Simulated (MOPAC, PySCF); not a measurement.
H$_{2}$F$_{2}$Si$_{2}$, SMILES `F/[SiH]=[SiH]\F`, neutral singlet in the gas phase. 

Cartesian coordinates (Å):
SMILES: F/[SiH]=[SiH]\F
```xyz
6

F     -1.9448     1.3294    -0.3266
Si    -1.0672     0.1383     0.2932
Si     1.0220    -0.1792    -0.3131
F      2.0220     1.0555    -0.5320
H     -1.8600    -1.1120     0.1665
H      1.7017    -1.1491     0.5844
```
Charge 0, spin multiplicity 1.

All levels are single points at this geometry (ωB97X-D3(BJ)/def2-TZVP); Pople sets use spherical d functions. Orbital energies aren't observables, and empty levels follow the basis.

PM7 in MOPAC gives dipole (D) = 2.83.

Task: Estimate the dipole (D) from each of these levels: ωB97X-D3(BJ)/def2-TZVP in PySCF; B3LYP/3-21G in PySCF; B3LYP/LANL2DZ in PySCF; BP86/6-31G* in PySCF; PBE/6-31G* in PySCF; SVWN5/6-31G* in PySCF; AM1 in MOPAC; PM6 in MOPAC.

Result: 
| level | dipole (D) |
|---|---|
| ωB97X-D3(BJ)/def2-TZVP in PySCF | 1.60 |
| B3LYP/3-21G in PySCF | 1.75 |
| B3LYP/LANL2DZ in PySCF | 2.97 |
| BP86/6-31G* in PySCF | 1.41 |
| PBE/6-31G* in PySCF | 1.42 |
| SVWN5/6-31G* in PySCF | 1.56 |
| AM1 in MOPAC | 1.58 |
| PM6 in MOPAC | 2.89 |
